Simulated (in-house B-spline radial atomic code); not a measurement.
## Binding energies in Au⁺

NIST's tabulated ground configuration is [Xe] 4f14 5d10; each binding energy is the energy of the ion with one electron taken from that subshell, relaxed, less that of the parent. Method: Dirac-Kohn-Sham PBE, spherical fractional occupations, Fermi nucleus of rms radius 5.4371 fm. Calculated with a B-spline radial code for spherical atoms. Energies include first-order Breit, QED and recoil terms.

```csv
subshell,X-ray name,binding energy (eV),-ε (eV),relaxation (eV)
1s,K,80840.5,80618.1,-609.2
2s,L1,14277.3,14220.6,-111.1
2p1/2,L2,13733.2,13641.2,-144.4
2p3/2,L3,11893.8,11805.8,-120.8
3s,M1,3383.2,3362.5,-31.8
3p1/2,M2,3125.1,3101.1,-34.4
3p3/2,M3,2720.6,2696.0,-30.7
3d3/2,M4,2293.7,2260.3,-37.3
3d5/2,M5,2206.7,2173.3,-36.0
4s,N1,748,736.4,-14.2
4p1/2,N2,636.6,624.7,-14.1
4p3/2,N3,539.7,527.5,-13.3
4d3/2,N4,357,344.4,-13.1
4d5/2,N5,338.9,326.3,-12.8
5s,O1,123.8,116.5,-7.7
4f5/2,N6,104,91.5,-12.3
4f7/2,N7,100.2,87.7,-12.2
5p1/2,O2,87.43,80.34,-7.40
5p3/2,O3,70.82,63.91,-7.05
5d3/2,O4,22.24,16.30,-5.96
5d5/2,O5,20.56,14.73,-5.82
```

Relaxation = -ε minus the binding energy without Breit, QED and recoil terms. With a density functional, K lines can miss by some tenths of a per cent, more in light atoms. For a density functional the relaxation so defined is negative, because -ε of a Kohn-Sham level is smaller than the binding energy.

Emission lines follow as differences of binding energies, with λ = 12398.42 eV·Å / E:

```
 line          holes  energy (eV)  wavelength (Å)
 K-L3     1s → 2p3/2      68946.7         0.17983
 K-L2     1s → 2p1/2      67107.3         0.18476
 K-M3     1s → 3p3/2      78119.9         0.15871
L3-M5  2p3/2 → 3d5/2       9687.1          1.2799
L2-M4  2p1/2 → 3d3/2      11439.5          1.0838
L1-M3     2s → 3p3/2      11556.7          1.0728
L3-M1     2p3/2 → 3s       8510.6          1.4568
L2-N4  2p1/2 → 4d3/2      13376.2          0.9269
M5-N7  3d5/2 → 4f7/2       2106.5          5.8858
M4-N6  3d3/2 → 4f5/2       2189.7          5.6622
```

What screening constant σ does Moseley's law, E = (3/4)·13.6057 eV·(Z - σ)², need for K-L3?

σ = -3.20.

Moseley's non-relativistic formula needs a falling, then negative, screening constant for heavy elements, because relativity binds the 1s electron more strongly than the formula allows.

What does it cost to remove both a 1s and a 4d5/2 electron?

81214 eV, which is 34.67 eV more than the two single binding energies together.

What does it cost to remove both a 1s and a 5p3/2 electron?

80929 eV, which is 17.83 eV more than the two single binding energies together.

What does it cost to remove both a 2p3/2 and a 5d3/2 electron?

11931 eV, which is 14.6 eV more than the two single binding energies together.
